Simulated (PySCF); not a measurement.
Species: C₂H₇AlF₂O.
Cartesian coordinates in Å at the PBE0-D3(BJ)/def2-SVP level; atoms count from 1:
```
atom  x, y, z in Å
F1    -1.5825   -1.2013   -1.2787
C2    -1.1981   -0.8246   -0.0446
O3    -0.0681    0.0118   -0.1458
Al4    1.6777   -0.5116    0.8065
C5    -0.2991    1.2847   -0.7055
F6    -0.9953    2.0393    0.1678
H7    -0.8811   -1.6981    0.5421
H8    -2.0165   -0.2721    0.4420
H9     1.1736   -0.4654    2.3248
H10    1.8430   -1.9610    0.1500
H11    2.5304    0.7180    0.2377
H12    0.6941    1.7175   -0.8836
H13   -0.8831    1.1636   -1.6303
```

Linear response at B3LYP/def2-SVPD (PySCF, frozen core in the response, non-relativistic).

Static isotropic polarisability: 65.35 au (9.68 Å³), principal values 61.5, 67.2, 67.3 au.

Task: What is the polarisability at 1064 nm and at the sodium D line?

Result: 65.98 au at 1064 nm (+1.0 %), 67.46 au at 589.3 nm (+3.2 %). The rise at 589.3 nm is 3.37 times that at 1064 nm; a pure ω² law gives 3.26. The lowest singlet lies at 198 nm, shorter than both wavelengths.

Task: What is the isotropic C6 coefficient between two such molecules, C6 = (3/π)∫α(iω)² dω?

Result: 1684 au (Eh·bohr⁶) by a ten-point quadrature over imaginary frequencies, which is 1010 eV·Å⁶ or 97.1 J·nm⁶/mol.

Task: Which effective excitation energy ω̄ makes London's formula C6 = (3/4)α²ω̄ exact here?

Result: ω̄ = 4·C6/(3α²) = 0.526 Eh = 14.3 eV. A one-pole form α(ω) = α/(1 − ω²/ω̄²) fitted to the 1064 nm value gives 12.0 eV.

Task: What does −C6/R⁶ come to at R = 12 Å between centres?

Result: -33 J/mol. This is the leading, orientation-averaged term; C8 and higher terms are left out.

Task: What molar refraction at the D line follows from R = (4π/3)·N_A·α′, with α′ the polarisability volume?

Result: α′ = 10.00 Å³ gives R = 25.22 cm³/mol, for isolated, non-vibrating species.

Task: What n − 1 at the D line would an ideal gas of it have at 273.15 K and 1 atm (2.6868 × 10¹⁹ cm⁻³), by n − 1 = 2π·N·α′?

Result: 16.88 × 10⁻⁴, a formal value whether or not that pressure can be reached.

One conformer stands for the species.
